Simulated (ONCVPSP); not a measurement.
# cadmium ONCV: all-electron and pseudo phase curves

ONCVPSP 4.0.1 input, shortened (lines: element, Z, core and valence counts, functional; n l f; lmax; l rc ep ncon nbas qcut; lloc lpopt rc5 dvloc0; l nproj debl; icmod fcfact rcfact), PBE, scalar-relativistic:

```
  Cd 48.00    6    5        4      upf
    1    0    2.00
    2    0    2.00
    2    1    6.00
    3    0    2.00
    3    1    6.00
    3    2   10.00
    4    0    2.00
    4    1    6.00
    4    2   10.00
    5    0    1.50
    5    1    0.50
    2
    0    1.65    0.00    4    9    7.50
    1    1.85    0.00    4    8    8.80
    2    1.40    0.00    4    8   11.70
    2    5    1.40    0.00
    0    2    1.20
    1    2    2.00
    2    0    3.80
    1    0.35    0.00
```

The phase is arctan(r·R′/R) of the radial function R(r), unwrapped; energies in Ha, scanned from -5 to 5 Ha. A pole is an energy at which the radial function vanishes at the test radius. The pseudo phase is shifted by a multiple of π to meet the all-electron one at the reference energy, and phase errors are pseudo minus all-electron; the curves can meet again beyond the range given. Levels narrower than the energy grid can be missing from the lists of poles.

```json
{"channel": "s", "radius (bohr)": "1.68", "reference energy (Ha)": "-0.23", "poles, all-electron": "-3.74", "poles, pseudo": "-3.74, 4.84", "unbroken range about the reference energy with phases within 0.05 rad": "the whole range", "phase error 1 Ha above the reference energy (rad)": "-0.001"}
{"channel": "p", "radius (bohr)": "1.88", "reference energy (Ha)": "-0.06", "poles, all-electron": "-2.36, 4.30", "poles, pseudo": "-2.36, 4.26", "unbroken range about the reference energy with phases within 0.05 rad": "the whole range", "phase error 1 Ha above the reference energy (rad)": "-0.000"}
{"channel": "d", "radius (bohr)": "1.42", "reference energy (Ha)": "-0.47", "poles, all-electron": "1.14", "poles, pseudo": "1.13", "unbroken range about the reference energy with phases within 0.05 rad": "below 4.7", "phase error 1 Ha above the reference energy (rad)": "-0.000"}
```

Phases in the s channel:

```
E (Ha)  all-electron  pseudo
 -4.96         1.190   1.190
 -4.48         0.951   0.951
 -4.00        -1.226  -1.226
 -3.52        -1.673  -1.673
 -3.04        -1.778  -1.778
 -2.56        -1.847  -1.847
 -2.08        -1.914  -1.915
 -1.60        -1.998  -1.998
 -1.12        -2.119  -2.119
 -0.64        -2.318  -2.318
 -0.16        -2.686  -2.686
  0.32        -3.291  -3.291
  0.80        -3.857  -3.858
  1.28        -4.180  -4.182
  1.76        -4.357  -4.359
  2.24        -4.463  -4.466
  2.72        -4.535  -4.538
  3.20        -4.586  -4.591
  3.68        -4.626  -4.633
  4.16        -4.658  -4.668
  4.64        -4.686  -4.699
```
